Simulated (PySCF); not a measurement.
Trends in electronic spectra. Level of theory: TDDFT CAM-B3LYP/def2-SVPD, vertical, gas phase, core orbitals frozen in the response in PySCF 2.14.0, density-fitted response routines. Geometries: PBE0-D3(BJ)/def2-SVP; one conformer of each isolated species. Triplets are in the Tamm–Dancoff approximation. Ions are computed without counter-ions or solvent.

Task: Rank by computed HOMO–LUMO gap, lowest first.
A. `F/C=C\CF`
B. `CN(C)[C@H]1CCN[SiH2]1`
C. `OB(O)C1=NC=C(S)C=C1`
D. `C(=C)(F)CF`
E. `[SiH3][PH3+]`
F. `FC1(CC1)F`

Result: C (7.69 eV), B (8.73 eV), A (10.16 eV), D (10.31 eV), F (11.34 eV), E (12.30 eV).

| SMILES | gap (eV) | LUMO (eV) | α (au) | first f ≥ 0.01 (nm) | f (S1) | HOMO (eV) | S1 mainly |
| --- | --- | --- | --- | --- | --- | --- | --- |
| OB(O)c1ccc(S)cn1 | 7.69 | -0.29 | 109.1 | 255 | 0.004 | -7.98 | H-1→L (90%) |
| CN(C)[C@H]1CCN[SiH2]1 | 8.73 | 1.24 | 101.7 | 206 | 0.002 | -7.50 | H-1→L (82%) |
| F/C=C\CF | 10.16 | 0.87 | 39.9 | 171 | 0.082 | -9.29 | H→L+1 (76%) |
| C=C(F)CF | 10.31 | 1.20 | 39.8 | 168 | 0.020 | -9.11 | H→L+1 (90%) |
| FC1(F)CC1 | 11.34 | 1.42 | 36.5 | 151 | 0.020 | -9.91 | H→L (95%) |
| [SiH3][PH3+] | 12.30 | -4.51 | 48.7 | 136 | 0.004 | -16.81 | H-1/H→L (≥76%) |

H and L stand for HOMO and LUMO. A slash joins orbitals within 0.01 eV of each other, whose weights are summed (≥ marks a lower bound).

- `OB(O)c1ccc(S)cn1`: Löwdin shares by element: HOMO sulfur 42%, carbon 36% or more (atoms not listed hold the other 23%); LUMO carbon 48% or more, nitrogen 17% (atoms not listed hold the other 35%).
- `CN(C)[C@H]1CCN[SiH2]1`: Löwdin shares by element: HOMO nitrogen 55% or more, carbon 24% or more (atoms not listed hold the other 21%); LUMO silicon 28%, hydrogen 20% or more, carbon 12% or more (atoms not listed hold the other 40%).
- `F/C=C\CF`: Löwdin shares by element: HOMO carbon 73%, fluorine 15% or more; LUMO carbon 70%, fluorine 8% or more (atoms not listed hold the other 23%).
- `C=C(F)CF`: Löwdin shares by element: HOMO carbon 77%, fluorine 12% or more; LUMO carbon 61% or more, hydrogen 8% or more, fluorine 7% or more (atoms not listed hold the other 24%).
- `FC1(F)CC1`: Löwdin shares by element: HOMO carbon 61%, fluorine 16% or more (atoms not listed hold the other 24%); LUMO carbon 44% or more, hydrogen 18% or more (atoms not listed hold the other 37%).
- `[SiH3][PH3+]`: Löwdin shares by element: HOMO (one of a set within 0.03 eV) hydrogen 48% or more, silicon 43%, phosphorus 5%; LUMO silicon 35%, phosphorus 22%, hydrogen 15% or more (atoms not listed hold the other 28%).
